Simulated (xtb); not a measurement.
diphosphane (H4P2), SMILES PP. All values are semi-empirical tight-binding results from xtb (GFN2-xTB unless named), good for trends rather than for accurate numbers. The structure is a stationary point at GFN2-xTB.

Optimised geometry:

```xyz
6

P     -1.0687     0.1302     0.0000
P      1.0687    -0.1302     0.0000
H     -1.2784    -0.8165     1.0033
H     -1.2784    -0.8165    -1.0033
H      1.2784     0.8165     1.0033
H      1.2784     0.8165    -1.0033
```
Charge 0, spin multiplicity 1.

Computed properties:
```yaml
point_group_as_xtb_finds_it: C2h
orbital_gap: 4.75 eV
zero_point_energy: 21.5 kcal/mol
G − E(el) at 298.15 K (modified RRHO): 5.7 kcal/mol
static polarisability (D4 model): 55.7 bohr³
solvation energy, GFN2-xTB/ALPB(water): 1.8 kcal/mol
solvation energy, GFN2-xTB/ALPB(methanol): -2.3 kcal/mol
```

Computed atomic charges and the Wiberg bond orders between heavy atoms:
charges (e) P1 -0.09, P2 -0.09, H3 0.04, H4 0.04, H5 0.04, H6 0.04. Bond orders P1–P2 1.30.
